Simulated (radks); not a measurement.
Removal energies from the chromium ion Cr+, [Ar] 3d5, by Delta-SCF beside the eigenvalue of the level emptied. All-electron calculation, scalar-relativistic Kohn-Sham, BLYP, spin-polarised, spherical densities, finite nucleus; Fermi nuclear charge, rms radius of each element as measured or else 0.836 A^(1/3) + 0.57 fm. Program: a radial shooting solver on a logarithmic mesh with Libxc functionals. Open shells are filled with parallel spins first.

removed from,final configuration,Delta-SCF (eV),-eigenvalue (eV)
3d,[Ar] 3d4,17.075,10.733
3p,[Ne] 3s2 3p5 3d5,55.760,49.101
3s,[Ne] 3s1 3p6 3d5,84.217,77.440
2p,[He] 2s2 2p5 3s2 3p6 3d5,589.42,565.91
